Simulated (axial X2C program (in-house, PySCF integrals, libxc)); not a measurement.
## Spin–orbit effects down a group: molecules with Ge, PBE0

All values come from calculations with an in-house relativistic program for diatomic molecules, spin-free (one-electron X2C) or two-component (2c: spin–orbit coupling with atomic mean-field Coulomb and Gaunt terms, which also bring small scalar terms), in Dyall basis sets with cores contracted in-house; open shells are unrestricted.

Basis sets: Al dyall-v3z, B dyall-v3z, Ga dyall-cv3z, Ge dyall-cv3z, In dyall-cv3z.

```tsv
molecule	spin-free state	Re (Å)	ωe (cm⁻¹)	De (eV)	2c state	Re 2c (Å)	ωe 2c (cm⁻¹)	De 2c (eV)
GeB	M_S = 3/2, Λ = 0	1.973	649.5	3.24	Ω = 3/2	1.973	648.7	n/a
AlGe	M_S = 3/2, Λ = 0	2.466	304.5	2.49	Ω = 3/2	2.467	304.1	n/a
GaGe	M_S = 3/2, Λ = 0	2.467	218.5	2.40	Ω = 3/2	2.468	218.1	n/a
InGe	M_S = 3/2, Λ = 0	2.655	180.5	2.24	Ω = 3/2	2.655	180.2	n/a
```

Each entry is the lowest single determinant of a limited PBE0 search at one distance. De goes to single-determinant-based atoms at the same level (for ions the charge split of lowest energy) and is withheld (n/a) where an atom does not fit its ground term or J level. Main or longest-lived isotopes. One determinant is a doubtful description, or other states lie close, for GeB, AlGe, GaGe, InGe; these need not be ground states, and all values refer to the states named. With several unpaired electrons the Ω given is that of one determinant, not necessarily of the lowest component. The functionals have no current term, which raises determinants with orbital currents.
